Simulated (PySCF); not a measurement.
Gas-phase reaction: 2 SnHCl + 3 H2 ⇌ 2 SnH4 + Cl2

Computed with PySCF (xtb for GFN2) and rigid-rotor harmonic-oscillator thermochemistry at 1 bar. † marks an energy on the PBE0/def2-TZVP geometry and frequencies; other levels use their own. MP2 and CCSD(T) freeze the core. All species are closed-shell singlets. Sn: scalar-relativistic def2 core potential, no spin-orbit coupling. SnHCl: computed as isolated molecules; such fragments, hydroxides, amides, oligomers or adducts are transient or little studied in the gas. MP2 isn't extrapolated to the basis-set limit; its ΔH°(298 K) is 245.8 kJ in def2-SVP and 275.5 kJ in def2-TZVPP. CCSD(T) isn't extrapolated to the basis-set limit; its ΔH°(298 K) is 238.1 kJ in def2-SVP and 238.9 kJ in def2-TZVPP. The harmonic model lacks anharmonicity and excited electronic states, which grow with temperature; levels with a mode under 35 cm⁻¹ are left out.

ΔH° and ΔS° at 298 K: CCSD(T)/def2-TZVPP† 239 kJ, -259 J/K; GFN2-xTB 366 kJ, -267 J/K; HF/def2-TZVP† 264 kJ, -259 J/K; MP2/def2-TZVPP† 276 kJ, -259 J/K; PBE/def2-TZVP† 268 kJ, -259 J/K; PBE0/def2-SVP† 242 kJ, -259 J/K.

With the heat capacities included, give log10 K (1 bar) at 500, 1000, 1400, 1600, 1800 K from CCSD(T)/def2-TZVPP†, GFN2-xTB, HF/def2-TZVP†, MP2/def2-TZVPP†, PBE/def2-TZVP†, PBE0/def2-SVP†.


| T (K) | CCSD(T)/def2-TZVPP† | GFN2-xTB | HF/def2-TZVP† | MP2/def2-TZVPP† | PBE/def2-TZVP† | PBE0/def2-SVP† |
|---|---|---|---|---|---|---|
| 500 | -38.7 | -52.4 | -41.3 | -42.5 | -41.7 | -39.0 |
| 1000 | -26.6 | -33.7 | -27.9 | -28.5 | -28.1 | -26.7 |
| 1400 | -23.0 | -28.3 | -23.9 | -24.4 | -24.1 | -23.1 |
| 1600 | -21.8 | -26.5 | -22.7 | -23.0 | -22.8 | -21.9 |
| 1800 | -20.9 | -25.2 | -21.7 | -22.0 | -21.8 | -21.0 |
